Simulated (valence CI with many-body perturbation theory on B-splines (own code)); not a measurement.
Hg⁷⁺: electric-dipole lines

Level of theory: relativistic CI+MBPT: five valence electrons over a frozen Dirac-Fock core [Xe] 4f14, a basis of 7 s, 7 p, 8 d, 6 f, 4 g, 1 h functions for each j, with the one-electron correlation potential Σ1, the two-electron term Σ2, the three-electron term Σ3, Breit, model QED; selected CI, second order for the rest, scaled by the run's own slope (own B-spline code, finite nucleus).

No measured levels were compared; by estimate terms of the open shell hold to 2 to 4 % of their energy, and close levels can change places; different configurations can be misplaced against each other by 1,000 to 8,000 cm⁻¹. Among the levels kept, up to 1200 cm⁻¹ of a level comes from second order outside the variational space, and about a tenth of that is noise between levels of different J, which matters for small intervals. The list stops below the first excitations out of the core.

Lines 201 to 250 of 539 in falling wavelength, among levels below 346820 cm⁻¹, chosen from the strongest by gf and those to the six lowest levels. Wavelengths and rates use the calculated energies, so an error of 2000 cm⁻¹ moves a line at 93.37 nm by 1.9 % and its rate by three times that or more. Electric multipoles are in the length gauge, E1 and E2 with the static RPA response of the core. Weak lines are less certain than strong ones. Lines between different terms over intervals too small for the method are left out, as are lines whose strength nearly cancels. Where a level lies close to another of its J and parity, the split of strength between their lines is uncertain. The highest levels of a list are the least certain.

Levels are named by their leading jj configuration (3d3/2^4 stands for four electrons in 3d with j = 3/2), which in mixed levels can hold well under half, so a name can repeat and another be missing. Letters in brackets count levels of one name in rising energy.

| λ vac (nm) | Upper | Lower | A (s⁻¹) | S (a.u.) |
| --- | --- | --- | --- | --- |
| 93.37 | (5d3/2^2 5d5/2^2 6p1/2) J=11/2 [a] | (5d3/2^2 5d5/2^2 6s) J=9/2 [a] | 1.98e+08 | 9.55e-01 |
| 93.22 | (5d3/2^3 5d5/2 6p3/2) J=3/2 [a] | (5d3/2^2 5d5/2^2 6s) J=5/2 [b] | 1.24e+08 | 1.98e-01 |
| 93.04 | (5d3/2^3 5d5/2 6p1/2) J=7/2 [a] | (5d3/2^2 5d5/2^2 6s) J=5/2 [a] | 2.41e+08 | 7.65e-01 |
| 92.89 | (5d3/2^2 5d5/2^2 6p1/2) J=5/2 [c] | (5d3/2^2 5d5/2^2 6s) J=7/2 [c] | 2.21e+07 | 5.25e-02 |
| 92.82 | (5d3/2^3 5d5/2 6p1/2) J=7/2 [b] | (5d3/2^2 5d5/2^2 6s) J=7/2 [a] | 1.54e+08 | 4.86e-01 |
| 92.77 | (5d3/2^2 5d5/2^2 6p1/2) J=9/2 [c] | (5d3/2^2 5d5/2^2 6s) J=7/2 [c] | 9.90e+07 | 3.90e-01 |
| 92.71 | (5d3/2^2 5d5/2^2 6p1/2) J=7/2 [b] | (5d3/2^3 5d5/2 6s) J=5/2 | 1.96e+08 | 6.18e-01 |
| 92.68 | (5d3/2^2 5d5/2^2 6p1/2) J=9/2 [c] | (5d3/2^2 5d5/2^2 6s) J=11/2 [a] | 1.11e+08 | 4.36e-01 |
| 92.43 | (5d3/2^4 6p3/2) J=3/2 | (5d3/2^3 5d5/2 6s) J=3/2 [b] | 6.10e+07 | 9.52e-02 |
| 92.39 | (5d3/2^2 5d5/2^2 6p3/2) J=9/2 | (5d3/2^2 5d5/2^2 6s) J=9/2 [b] | 3.03e+07 | 1.18e-01 |
| 92.09 | (5d3/2^2 5d5/2^2 6p1/2) J=3/2 [c] | (5d3/2^2 5d5/2^2 6s) J=1/2 [a] | 7.23e+07 | 1.11e-01 |
| 91.71 | (5d3/2 5d5/2^3 6p1/2) J=7/2 | (5d3/2^2 5d5/2^2 6s) J=9/2 [b] | 2.01e+08 | 6.12e-01 |
| 91.68 | (5d3/2^2 5d5/2^2 6p1/2) J=9/2 [c] | (5d3/2^2 5d5/2^2 6s) J=7/2 [b] | 9.55e+07 | 3.63e-01 |
| 91.53 | (5d3/2^2 5d5/2^2 6p1/2) J=5/2 [a] | (5d3/2^3 5d5/2 6s) J=3/2 [b] | 9.37e+07 | 2.13e-01 |
| 91.24 | (5d3/2^3 5d5/2 6p3/2) J=11/2 | (5d3/2^2 5d5/2^2 6s) J=9/2 [b] | 8.00e+07 | 3.60e-01 |
| 90.97 | (5d3/2^2 5d5/2^2 6p1/2) J=7/2 [e] | (5d3/2^2 5d5/2^2 6s) J=5/2 [c] | 7.31e+07 | 2.17e-01 |
| 90.95 | (5d3/2^2 5d5/2^2 6p1/2) J=9/2 [b] | (5d3/2^2 5d5/2^2 6s) J=9/2 [a] | 2.08e+07 | 7.72e-02 |
| 90.81 | (5d3/2^3 5d5/2 6p1/2) J=5/2 [a] | (5d3/2^3 5d5/2 6s) J=3/2 [a] | 3.13e+08 | 6.95e-01 |
| 90.22 | (5d3/2^3 5d5/2 6p1/2) J=5/2 [b] | (5d3/2^2 5d5/2^2 6s) J=5/2 [a] | 9.83e+07 | 2.14e-01 |
| 89.75 | (5d3/2^3 5d5/2 6p3/2) J=5/2 [b] | (5d3/2^2 5d5/2^2 6s) J=3/2 [b] | 6.66e+07 | 1.42e-01 |
| 89.49 | (5d3/2^2 5d5/2^2 6p1/2) J=7/2 [d] | (5d3/2^2 5d5/2^2 6s) J=5/2 [b] | 3.38e+07 | 9.55e-02 |
| 89.47 | (5d3/2^3 5d5/2 6p3/2) J=3/2 [b] | (5d3/2^2 5d5/2^2 6s) J=3/2 [b] | 9.24e+07 | 1.31e-01 |
| 89.44 | (5d3/2^2 5d5/2^2 6p1/2) J=7/2 [e] | (5d3/2^2 5d5/2^2 6s) J=7/2 [c] | 8.05e+07 | 2.27e-01 |
| 89.40 | (5d3/2^3 5d5/2 6p3/2) J=11/2 | (5d3/2^2 5d5/2^2 6s) J=13/2 | 3.04e+07 | 1.29e-01 |
| 89.34 | (5d3/2^3 5d5/2 6p1/2) J=3/2 | (5d3/2^4 6s) J=1/2 | 3.43e+08 | 4.82e-01 |
| 89.21 | (5d3/2^2 5d5/2^2 6p1/2) J=7/2 [d] | (5d3/2^2 5d5/2^2 6s) J=7/2 [b] | 9.53e+07 | 2.67e-01 |
| 88.88 | (5d3/2^3 5d5/2 6p1/2) J=7/2 [b] | (5d3/2^2 5d5/2^2 6s) J=5/2 [a] | 4.16e+07 | 1.15e-01 |
| 88.74 | (5d3/2^2 5d5/2^2 6p1/2) J=5/2 [d] | (5d3/2^2 5d5/2^2 6s) J=3/2 [a] | 1.11e+08 | 2.30e-01 |
| 88.71 | (5d3/2^2 5d5/2^2 6p1/2) J=7/2 [e] | (5d3/2^2 5d5/2^2 6s) J=5/2 [b] | 5.04e+07 | 1.39e-01 |
| 88.70 | (5d3/2^2 5d5/2^2 6p1/2) J=5/2 [d] | (5d3/2^2 5d5/2^2 6s) J=7/2 [c] | 1.53e+08 | 3.16e-01 |
| 88.52 | (5d3/2^3 5d5/2 6p3/2) J=3/2 [b] | (5d3/2^2 5d5/2^2 6s) J=5/2 [c] | 5.41e+07 | 7.40e-02 |
| 88.31 | (5d3/2^3 5d5/2 6p3/2) J=3/2 [a] | (5d3/2^2 5d5/2^2 6s) J=1/2 [a] | 6.33e+07 | 8.60e-02 |
| 87.72 | (5d3/2^2 5d5/2^2 6p1/2) J=7/2 [a] | (5d3/2^3 5d5/2 6s) J=9/2 | 2.26e+08 | 6.03e-01 |
| 87.70 | (5d3/2^2 5d5/2^2 6p1/2) J=5/2 [d] | (5d3/2^2 5d5/2^2 6s) J=7/2 [b] | 7.94e+07 | 1.59e-01 |
| 87.57 | (5d3/2^2 5d5/2^2 6p3/2) J=9/2 | (5d3/2^2 5d5/2^2 6s) J=7/2 [c] | 2.01e+08 | 6.66e-01 |
| 87.50 | (5d3/2^2 5d5/2^2 6p3/2) J=9/2 | (5d3/2^2 5d5/2^2 6s) J=11/2 [a] | 6.48e+07 | 2.14e-01 |
| 87.38 | (5d3/2^3 5d5/2 6p3/2) J=5/2 [b] | (5d3/2^2 5d5/2^2 6s) J=3/2 [a] | 3.59e+07 | 7.09e-02 |
| 87.35 | (5d3/2^2 5d5/2^2 6p1/2) J=1/2 [a] | (5d3/2^3 5d5/2 6s) J=1/2 | 3.50e+08 | 2.30e-01 |
| 87.34 | (5d3/2^3 5d5/2 6p3/2) J=5/2 [b] | (5d3/2^2 5d5/2^2 6s) J=7/2 [c] | 5.42e+07 | 1.07e-01 |
| 87.22 | (5d3/2^2 5d5/2^2 6p1/2) J=9/2 [a] | (5d3/2^3 5d5/2 6s) J=9/2 | 1.25e+08 | 4.09e-01 |
| 87.11 | (5d3/2^3 5d5/2 6p3/2) J=3/2 [b] | (5d3/2^2 5d5/2^2 6s) J=3/2 [a] | 3.64e+07 | 4.75e-02 |
| 87.05 | (5d3/2^3 5d5/2 6p3/2) J=5/2 [a] | (5d3/2^3 5d5/2 6s) J=5/2 | 4.89e+07 | 9.55e-02 |
| 86.96 | (5d3/2 5d5/2^3 6p1/2) J=7/2 | (5d3/2^2 5d5/2^2 6s) J=7/2 [c] | 1.22e+08 | 3.18e-01 |
| 86.78 | (5d3/2^2 5d5/2^2 6p1/2) J=9/2 [c] | (5d3/2^2 5d5/2^2 6s) J=9/2 [a] | 3.16e+07 | 1.02e-01 |
| 86.64 | (5d3/2^3 5d5/2 6p3/2) J=5/2 [b] | (5d3/2^2 5d5/2^2 6s) J=5/2 [b] | 8.92e+07 | 1.72e-01 |
| 86.60 | (5d3/2^2 5d5/2^2 6p3/2) J=9/2 | (5d3/2^2 5d5/2^2 6s) J=7/2 [b] | 5.41e+07 | 1.73e-01 |
| 86.60 | (5d3/2^2 5d5/2^2 6p1/2) J=5/2 [b] | (5d3/2^3 5d5/2 6s) J=3/2 [b] | 1.71e+08 | 3.28e-01 |
| 86.46 | (5d3/2^2 5d5/2^2 6p1/2) J=11/2 [b] | (5d3/2^2 5d5/2^2 6s) J=9/2 [a] | 4.83e+07 | 1.85e-01 |
| 86.12 | (5d3/2^2 5d5/2^2 6p1/2) J=9/2 [b] | (5d3/2^3 5d5/2 6s) J=7/2 | 6.80e+07 | 2.14e-01 |
| 86.07 | (5d3/2^2 5d5/2^2 6p1/2) J=7/2 [c] | (5d3/2^2 5d5/2^2 6s) J=9/2 [a] | 6.19e+07 | 1.56e-01 |
